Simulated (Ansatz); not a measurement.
Reaction (ligand exchange at a Ga–Br bond): `[Cl][Ga]([Cl])[Br]` + H–F → `[F][Ga]([Cl])[Cl]` + HBr

Isolated molecules relaxed with PBE0-D4/def2-TZVP in Ansatz; ΔE leaves out vibrations. CCSD(T)/CBS is the MP2 limit (def2-TZVPP, def2-QZVPP) plus CCSD(T) − MP2 in def2-TZVPP, frozen cores. This one scheme is used for every species. Functionals use def2-TZVPP. HSE06 is defined as in plane-wave codes. For Br, Ga outer-core shells are correlated without core-valence functions, which leaves a few kJ/mol of doubt a bond. Scalar relativity is left out up to krypton.

`[Cl][Ga]([Cl])[Br]`:

Cartesian coordinates in Å:
```
Cl 2.012 0.654 -0.240
Ga 0.010 0.009 -0.026
Cl -1.270 0.036 -1.709
Br -0.752 -0.700 1.975
```

H–F:

```xyz
2

F     0.379    0.236    0.110
H    -0.379   -0.236   -0.110
```

`[F][Ga]([Cl])[Cl]`:

Z-matrix (Å, degrees):
```
Ga
F 1 1.733
Cl 1 2.104 2 118.3
Cl 1 2.104 2 118.3 3 180.0
```

HBr:

```xyz
2

Br    0.394   -0.325   -0.494
H    -0.394    0.325    0.494
```

Is it downhill or uphill in electronic energy at CCSD(T)/CBS, and by how much? (An estimate is asked.)

The calculation gave: Uphill: ΔE = +12.4 kcal/mol.

What do these levels give: BLYP-D4, BHLYP-D4, HSE06, BHLYP, LC-ωPBE, CCSD/def2-TZVPP? (An estimate is asked.)

The calculation gave: BLYP-D4 9.5, BHLYP-D4 12.1, HSE06 11.8, BHLYP 10.1, LC-ωPBE 9.1, CCSD/def2-TZVPP 10.6 kcal/mol.

Largest T1 diagnostic among the species: 0.012.

From PBE to PBE0 (25 % exact exchange), in def2-TZVPP and without D4, ΔE moves by +1.6 kcal/mol. The D4 term adds +1.7 kcal/mol with B3LYP and +0.9 kcal/mol with PBE0; it sums over pairs of atoms, weighted by their polarisabilities, and B3LYP, whose exchange is more repulsive, gets the larger term.

B3LYP here is the variant with VWN-RPA as its local correlation; programs differ in this.
